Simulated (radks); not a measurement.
The numbers below are computed, except where a source is named.
Spherical jellium clusters: N electrons in a uniform positive sphere of charge N and radius rs N^(1/3), rs = 3.97 bohr. Level of theory: non-relativistic Kohn-Sham, exchange-only LDA, spin-polarised, spherical densities (a radial shooting solver with Libxc functionals). Levels are named by radial order and angular momentum (1s, 1p, 1d, 2s, ...), and open shells are averaged over m.

N = 6, configuration 1s2 1p(up 3, down 1). This is the lowest configuration that the search found. Occupied and some empty levels:

| level | occupation | eigenvalue (eV) | <r> (bohr) |
|---|---|---|---|
| 1s up | 1 | -4.0003 | 4.978 |
| 1s down | 1 | -3.2230 | 4.944 |
| 1p up | 3 | -2.5804 | 6.189 |
| 1p down | 1 | -1.7956 | 6.472 |
| 1d up | 0 | -0.97911 | 7.642 |
| 2s up | 0 | -0.73128 | 8.726 |
| 2s down | 0 | -0.40728 | 10.27 |
| 1d down | 0 | -0.36326 | 8.743 |

Energy (eV): total -5.47642, kinetic 10.137, external -156.50, Hartree 75.585, exchange-correlation -16.178, background 81.476.

Electron density:

| r (bohr) | n(r) (e/bohr^3) |
|---|---|
| 0.248 | 0.003427 |
| 1.18 | 0.003670 |
| 2.12 | 0.004099 |
| 3.05 | 0.004434 |
| 3.99 | 0.004368 |
| 4.92 | 0.003750 |
| 5.86 | 0.002724 |
| 6.79 | 0.001657 |
| 7.73 | 0.0008620 |
| 8.66 | 0.0004062 |
| 9.60 | 0.0001805 |
| 10.5 | 0.00007766 |
| 11.5 | 0.00003259 |
| 12.4 | 0.00001369 |
